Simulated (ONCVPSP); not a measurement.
**oxygen, ONCV: configuration errors across variants**

| Property | Result |
| --- | --- |
| Element | oxygen (O) |
| Generator | ONCVPSP 4.0.1 |
| Type | optimised norm-conserving Vanderbilt (ONCV) |
| Functional | PBE |
| Relativity | fully relativistic |
| Frozen core | [He] |
| Valence charge | 6 |
| Reference configuration | 2s2 2p2 (charge +2) |
| Partial waves | 2s: rc 0.80 bohr, ncon 4, nbas 7, qcut 8.5 1/bohr, 2 projectors, debl 2.4 Ha; 2p: rc 1.95 bohr, ncon 4, nbas 8, qcut 6.7 1/bohr, 2 projectors, debl 3.8 Ha |
| Local potential | polynomial inside 0.70 bohr (lpopt 5, dvloc0 6 Ha) |
| Core correction | none |

Open shells are filled in proportion to 2j + 1.

All-electron excitation energies from the reference (eV): (1) 2s2 2p4 -50.017; (2) 2s2 2p3 -33.586; (3) 2s2 2p1 53.869; (4) 2s0 2p6 -20.080.

2 further variants failed, have other tests or another functional or relativity, and are left out.

Errors AE − PS in meV (a dash: test not solved or not reliable):

| change | (1) | (2) | (3) | (4) | bound ghosts | GHOST(+) flags above zero |
| --- | --- | --- | --- | --- | --- | --- |
| base | +879 | +343 | +656 | +2106 | none | none |
| s: qcut 5.7 | +887 | +346 | +661 | +2193 | none | s |
| core correction Teter function, fcfact 3, rcfact 1.65 | +887 | +346 | +661 | +2109 | none | none |
| s: ncon 5, nbas 8 | +879 | +343 | +656 | +2098 | none | none |

Task: Give the same row for: all radii scaled by about 0.87 (s 0.70, p 1.70 bohr); local potential polynomial inside 0.62 bohr (lpopt 5, dvloc0 6 Ha).

Result: +582, +235, +479, +1469; bound ghosts: none; GHOST(+) flags above zero: s.
